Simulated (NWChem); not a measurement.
SiHOCl$_{2}$F; SMILES Cl[Si](F)(Cl)O

```xyz
6

O     -1.3305    -0.1978    -1.3101
Si    -0.3476    -0.0365     0.0023
F     -1.2093     0.0184     1.3760
Cl     0.8630    -1.6762     0.0631
Cl     0.7486     1.7001    -0.0718
H     -1.8256     0.5992    -1.5713
```
Atoms are numbered in this order, from 1.

Computed with NWChem. All runs use the structure optimised with PBE-D3(BJ)/def2-SVP. Level: PBE0/def2-SVP with SMD (1 M gas to 1 M solution), gas-phase geometry. Reactions with the solvent are ignored.

For solvent N,N-dimethylformamide:

```yaml
solvation free energy (kcal/mol): -5.3
dipole in solution (D): 2.23
```

How do the values read with solvent 1,4-dioxane instead?


* **solvation free energy (kcal/mol)**: -3.7
* **dipole in solution (D)**: 2.06
